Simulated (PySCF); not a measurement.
## Tl(SH)3: from a saddle point downhill

PySCF 2.14.0, RKS PBE0, Tl def2-SVP with ECP60, S def2-SVP, H def2-SVP; non-relativistic Hamiltonian with scalar-relativistic core potentials where named; density fitting; no spin-orbit coupling. Relaxed within the symmetry of its start, the geometry (C3v) is

```xyz
7

Tl    0.0000    0.0000    0.0092
S     2.4986    0.0000   -0.0605
H     2.5597    0.0000    1.2914
S    -1.2493    2.1639   -0.0605
H    -1.2798    2.2167    1.2914
S    -1.2493   -2.1638   -0.0605
H    -1.2799   -2.2167    1.2914
```

and its lowest harmonic modes are -294, -251, -251, 78, 80, 80 cm⁻¹ (negative: unstable). It was moved along the lowest mode and relaxed again, within the group C3 that the move left.

Question: Where does it end, and how much lower?

Answer: In C3h, 0.517 eV lower, after 23 steps:
```xyz
7

Tl    0.0000    0.0000    0.5274
S     2.4068   -0.5160    0.5271
H     2.7585    0.7896    0.5312
S    -0.7565    2.3423    0.5271
H    -2.0631    1.9942    0.5312
S    -1.6503   -1.8263    0.5271
H    -0.6955   -2.7838    0.5312
```

Question: How do the contacts change?

Answer: 
```json
{"contact": "Tl1–S2 (SH)", "saddle (Å)": "2.500", "end (Å)": "2.461"}
{"contact": "Tl1–S4 (SH)", "saddle (Å)": "2.500", "end (Å)": "2.461"}
{"contact": "Tl1–S6 (SH)", "saddle (Å)": "2.500", "end (Å)": "2.461"}
```


Question: Is the end a minimum?

Answer: Yes; lowest modes 64, 72, 86, 147, 197, 200 cm⁻¹.

State: singlet.
